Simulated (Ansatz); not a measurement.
```xyz
3

S     0.1866    0.1400   -1.6016
S    -0.4973    0.1718    0.1529
O     0.0111   -1.0176    1.2162
```

Basis set: cc-pVDZ (spherical functions). Left uncorrelated: 11 orbitals. Charge 0, multiplicity 1.

Computed with Ansatz (development build ahead of 0.2.0); the reference of a correlated method needn't be the lowest determinant of its kind. Restricted open shells among the atoms or ions are ROHF, correlated in semicanonical orbitals with singles.

**Question.** Give the atomization energy at this shape (free ground-state atoms in the same class of orbitals less the molecule, no zero-point energy) of singlet S₂O by RHF-CCSD(T), RHF-CCSD.

**Answer.**

```csv
method,atomization energy
RHF-CCSD(T),581.3 kJ/mol
RHF-CCSD,511.5 kJ/mol
```

Caution: large amplitudes, a single reference is doubtful; no unrestricted run beside it, a lower state can exist; the reference determinant was not shown to be the lowest; the shape is not the minimum.
